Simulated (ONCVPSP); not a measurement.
**Building the ONCV potential for Ge (PBEsol, scalar-relativistic).**

```json
{
  "Element": "Ge",
  "Generator": "ONCVPSP 4.0.1",
  "Type": "optimised norm-conserving Vanderbilt (ONCV)",
  "Functional": "PBEsol",
  "Relativity": "scalar-relativistic",
  "Frozen core": "[Ar]",
  "Valence charge": "14",
  "Reference configuration": "3d10 4s2 4p1.5 (charge +0.5)",
  "Partial waves": "4s: rc 1.75 bohr, ncon 4, nbas 7, qcut 4.2 1/bohr, 2 projectors, debl 3.2 Ha; 4p: rc 2.05 bohr, ncon 3, nbas 7, qcut 4.3 1/bohr, 2 projectors, debl 0.4 Ha; 3d: rc 0.75 bohr, ncon 5, nbas 9, qcut 18.7 1/bohr, 2 projectors, debl 3.2 Ha",
  "Local potential": "polynomial inside 0.55 bohr (lpopt 4, dvloc0 3 Ha)",
  "Core correction": "Teter function, fcfact 2, rcfact 1.6"
}
```

Does the generator finish with these settings?

Yes, a potential is produced and its reference levels are reproduced.

Estimate the cutoffs (Ha) at which the residual kinetic energy of the hardest occupied pseudo-wave falls to 1 and 0.1 mHa per electron.

163 Ha and 334 Ha.

Does the potential have ghost states?

Ghosts flagged at negative energy: s at -241.2 eV, p at -18.4 eV; no localised positive-energy state flagged. A true bound ghost makes a file unfit for plane-wave use.

Which valence shell sets the plane-wave cutoff?

3d: 163 Ha for 1 mHa per electron, against 9 Ha for 4s.

Tests: 3d10 4s2 4p2; 3d10 4s2 4p1; 3d10 4s2 4p0; 3d10 4s0 4p0. Which has the largest error in its energy relative to the reference configuration, and how large is it?

3d10 4s0 4p0, with -59 meV (all-electron minus pseudo) on +101.02 eV.
